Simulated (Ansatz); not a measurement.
A nudged elastic band was laid between two geometries of CH₅B₂FIN (11 atoms, charge 0, multiplicity 1).

All numbers below come from Ansatz, RKS r2SCAN-D4/def2-SVP.

```yaml
movable_images: 7
climbing_image: yes
spring: 5.0 eV/Å²
optimiser: quadratic models (default)
start_path: through a guess of the saddle point
force_threshold: 0.05 eV/Å
iteration_limit: 51
end_points: relaxed
```

First end point:

```xyz
11
Properties=species:S:1:pos:R:3
B -0.622 -1.424 0.492
B 0.333 -0.149 -0.106
N 1.698 0.106 0.023
C -0.587 0.998 -0.699
F -0.071 2.228 -0.885
I -1.962 0.867 1.129
H -0.396 -1.956 1.558
H -1.482 -1.936 -0.194
H 2.130 0.972 -0.284
H 2.337 -0.533 0.481
H -1.314 0.769 -1.494
```

Last end point:

```xyz
11
Properties=species:S:1:pos:R:3
B -0.624 -1.422 0.496
B 0.335 -0.150 -0.101
N 1.701 0.107 0.022
C -0.586 0.997 -0.695
F -0.072 2.229 -0.874
I -1.975 0.861 1.119
H -1.478 -1.934 -0.197
H -0.409 -1.951 1.566
H 2.130 0.973 -0.288
H 2.345 -0.533 0.471
H -1.302 0.766 -1.499
```

What changes between the two ends?

No bond is made or broken. The dihedral H8–B1–B2–N3 goes from -139 to 34°. The two ends are copies of one structure, up to a mirror image or an exchange of like atoms.

What energy profile does the band end with?

The forces met the threshold. The highest image is number 4 of 0 to 8, 0.166 eV above the ends, which have the same energy within 2 meV. A vibrational analysis at the climbing image gives one clearly imaginary mode, 120i cm⁻¹: a first-order saddle point.

| image | path coordinate (Å) | energy (eV) | dihedral H8–B1–B2–N3 (°) |
| --- | --- | --- | --- |
| 0 | 0.00 | 0.000 | -139 |
| 1 | 0.76 | 0.068 | -120 |
| 2 | 1.53 | 0.118 | -95 |
| 3 | 2.29 | 0.148 | -68 |
| 4 | 3.06 | 0.166 | -37 |
| 5 | 3.68 | 0.154 | -13 |
| 6 | 4.31 | 0.110 | 9 |
| 7 | 4.93 | 0.048 | 25 |
| 8 | 5.55 | 0.000 | 34 |

What is the geometry of the highest image?


```xyz
11
Properties=species:S:1:pos:R:3
B -0.462 -1.682 0.388
B 0.174 -0.165 -0.063
N 1.545 0.101 -0.052
C -0.742 1.053 -0.521
F -0.055 2.055 -1.142
I -1.516 1.801 1.435
H -1.497 -1.814 0.999
H 0.120 -2.706 0.098
H 1.920 1.019 -0.274
H 2.245 -0.573 0.233
H -1.668 0.854 -1.080
```

What are the harmonic wavenumbers there?

120i, 78, 123, 190, 242, 250, 377, 471, 526, 598, 684, 718, 758, 878, 941, 1017, 1075, 1158, 1209, 1354, 1381, 1593, 2552, 2640, 3118, 3565, 3685 cm⁻¹.

The band took 20 iterations and about 40 core-minutes.

Time of the run: 19 min on 2 threads of Arm Neoverse N1 (shared host), peak memory 0.22 GiB.
